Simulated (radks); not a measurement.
The mean radii <r> (bohr) of the occupied orbitals of an atom or ion are listed with their occupations. All-electron calculation, non-relativistic Kohn-Sham, r2SCAN, spin-polarised, spherical densities, point nucleus; meta-GGA in the generalised Kohn-Sham scheme. Program: a radial shooting solver on a logarithmic mesh with Libxc functionals.

orbital  occ.      <r>
1s down     1  0.06706
1s up       1  0.06706
2s up       1   0.3104
2s down     1   0.3099
2p up       3   0.2751
2p down     3   0.2746
3s up       1   0.9435
3s down     1   0.9463
3p up       3   0.9950
3p down     3   0.9981
3d up       2    1.168
4f up       1    5.865

Name the element and its charge. Open shells, if any, are filled with parallel spins first.

Answer. Z = 23, vanadium, charge +2: V2+ in [Ar] 3d2 4f1. The 1s radius gives Z: for a bare nucleus <r> = 1.5/Z, 0.06522 bohr for Z = 23, and screening makes it slightly larger (0.06706 here). The occupations add up to 21, and the charge is Z minus that.
